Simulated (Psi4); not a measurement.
Complex: C2H2 (SMILES C#C) (first 4 atoms) with CH2O (SMILES C=O); geometry from B3LYP-D3(BJ)/def2-TZVP, rigid monomers moved along the line of their centres of mass till H4···O6 is 2.57 Å.
(charge 0, multiplicity 1):
```xyz
8

C      0.44855     0.04750    -0.63771
C     -0.22975    -0.02319     0.34726
H      1.04223     0.10927    -1.51686
H     -0.81985    -0.08467     1.23548
C      0.28662     0.05276     4.06264
O     -0.88038    -0.07965     3.80913
H      1.04999     0.13522     3.26686
H      0.65212     0.09847     5.10498
```

Calculation: SAPT0/jun-cc-pV(D+d)Z (Psi4).

### Question
Give the four SAPT terms and the total, and say what mostly holds the pair together.

### Answer
electrostatics -2.70, exchange 1.22, induction -0.39, dispersion -0.82, total -2.69 kcal/mol; the largest attraction is electrostatics.
